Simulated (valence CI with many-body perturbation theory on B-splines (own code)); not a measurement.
Level structure of La

Method: configuration interaction combined with many-body perturbation theory (CI+MBPT): three valence electrons over a frozen Dirac-Fock core [Xe], radial functions for each j: 7 s, 7 p, 7 d, 7 f, 4 g, 2 h, with the one-electron correlation potential Σ1, the two-electron term Σ2, the three-electron term Σ3, Breit, model QED; selected CI, second order for the rest, scaled by the run's own slope (own B-spline code, finite nucleus).

Set against measurement, 34 paired levels are off by 582 cm⁻¹ on average, the worst by 1407. These come from a selection out of the NIST Handbook of Basic Atomic Spectroscopic Data. Levels without a partner in it may be off by more, other configurations by several thousand cm⁻¹. 1 measured level below the end of the list, from 15197 cm⁻¹ on, found no clear computed partner.

Levels 1 to 36 of 36, with energies above the lowest level, 5d6s² ²D_3/2. "Leading %" is the weight of the configuration and term that name the level; weights of strongly mixed levels are sums over their largest components and can fall short, so below about 35 % the name and the second component can differ from the true leading terms, or belong to a minority configuration. In the jj column 3d3/2^4 stands for four electrons in 3d with j = 3/2. Lifetimes count E1, E2, E3, M1 and M2 decay at the calculated energies, and are blank where another channel may lead or the interval is too uncertain; long ones can be off by a factor of two.

```
No.  Configuration  Term    J  E (eV)  Leading %             Leading jj  Second component  Lifetime
  1          5d6s²    ²D  3/2  0.0000         74      5d3/2 6s^2 (74 %)     14 % 5d²6s ²D          
  2          5d6s²    ²D  5/2  0.1270         69      5d5/2 6s^2 (69 %)     18 % 5d²6s ²D    84.4 s
  3          5d²6s    ⁴F  3/2  0.2532         95      5d3/2^2 6s (68 %)                            
  4          5d²6s    ⁴F  5/2  0.2961         94  5d3/2 5d5/2 6s (57 %)                            
  5          5d²6s    ⁴F  7/2  0.3552         96  5d3/2 5d5/2 6s (84 %)                            
  6          5d²6s    ⁴F  9/2  0.4341         96      5d5/2^2 6s (72 %)                       145 s
  7          5d²6s    ²F  5/2  0.7890         83  5d3/2 5d5/2 6s (50 %)                            
  8          5d²6s    ⁴P  1/2  0.8485         93      5d3/2^2 6s (49 %)                      70.5 s
  9          5d²6s    ⁴P  3/2  0.8816         92  5d3/2 5d5/2 6s (91 %)                      41.6 s
 10          5d²6s    ⁴P  5/2  0.9071         81  5d3/2 5d5/2 6s (71 %)      8 % 5d²6s ²D    24.9 s
 11          5d²6s    ²F  7/2  0.9170         85      5d5/2^2 6s (46 %)        4 % 5d³ ²F          
 12          5d²6s    ²D  3/2  0.9993         43  5d3/2 5d5/2 6s (50 %)     24 % 5d²6s ²P    3.77 s
 13          5d²6s    ²P  1/2   1.037         63  5d3/2 5d5/2 6s (50 %)       31 % 5d³ ²P          
 14          5d²6s    ²D  5/2   1.107         59      5d5/2^2 6s (66 %)     13 % 5d6s² ²D    5.74 s
 15          5d²6s    ²P  3/2   1.135         38      5d5/2^2 6s (62 %)     28 % 5d²6s ²D    2.48 s
 16          5d²6s    ²G  9/2   1.179         83  5d3/2 5d5/2 6s (62 %)       11 % 5d³ ²G    9.76 s
 17          5d²6s    ²G  7/2   1.183         79  5d3/2 5d5/2 6s (54 %)       12 % 5d³ ²G    6.24 s
 18            5d³    ⁴F  3/2   1.367         93         5d3/2^3 (39 %)                            
 19            5d³    ⁴F  5/2   1.411         94   5d3/2^2 5d5/2 (75 %)                            
 20            5d³    ⁴F  7/2   1.467         94   5d3/2 5d5/2^2 (72 %)                            
 21            5d³    ⁴F  9/2   1.532         93   5d3/2 5d5/2^2 (45 %)                            
 22         5d6s6p   ⁴F°  3/2   1.645         63  5d3/2 6s 6p1/2 (83 %)   22 % 5d6s6p ²D°    292 ns
 23         5d6s6p   ²D°  5/2   1.683         35  5d3/2 6s 6p1/2 (60 %)   33 % 5d6s6p ⁴F°    196 ns
 24         5d6s6p   ⁴D°  1/2   1.764         62  5d3/2 6s 6p1/2 (62 %)    13 % 6s²6p ²P°    152 ns
 25         5d6s6p   ⁴D°  3/2   1.815         48  5d3/2 6s 6p3/2 (44 %)   17 % 5d6s6p ⁴F°    175 ns
 26         5d6s6p   ⁴F°  5/2   1.832         57  5d3/2 6s 6p3/2 (42 %)   22 % 5d6s6p ²D°    281 ns
 27         5d6s6p   ²D°  3/2   1.857         37  5d5/2 6s 6p1/2 (43 %)   28 % 5d6s6p ⁴D°    146 ns
 28         5d6s6p   ⁴F°  7/2   1.868         81  5d5/2 6s 6p1/2 (45 %)    5 % 5d6s6p ⁴D°    279 ns
 29          5d²6p   ²F°  5/2   1.895         28  5d3/2 6s 6p3/2 (29 %)    13 % 4f6s² ²F°   56.2 ns
 30            5d³    ⁴P  1/2   1.910         91   5d3/2^2 5d5/2 (54 %)                            
 31         5d6s6p   ⁴D°  5/2   1.913         69  5d5/2 6s 6p1/2 (44 %)     6 % 5d²6p ⁴D°    108 ns
 32          6s²6p   ²P°  1/2   1.919         37      6s^2 6p1/2 (37 %)   25 % 5d6s6p ⁴D°    269 ns
 33            5d³    ⁴P  3/2   1.926         88   5d3/2^2 5d5/2 (40 %)                            
 34            5d³    ⁴P  5/2   1.970         90   5d3/2 5d5/2^2 (59 %)                            
 35            5d³    ²G  7/2   1.979         78   5d3/2 5d5/2^2 (40 %)     11 % 5d²6s ²G          
 36            5d³    ²G  9/2   1.987         45   5d3/2^2 5d5/2 (71 %)       39 % 5d³ ²H
```

Names give the largest LS component (configuration and term), which can be under half, so a name can repeat, a term be missing and a line seem to break the LS rules; names also repeat where a configuration has a term twice.

Where two levels of one J and parity lie close, their mixing, g and order are uncertain.

The ionisation energy to 5d² ³F2 of the next ion comes out as 5.4533 eV (NIST: 5.5769 ± 0.0006 eV (measured), further off than twice its uncertainty). All 36 levels together are meant to be complete up to 1.990 eV.
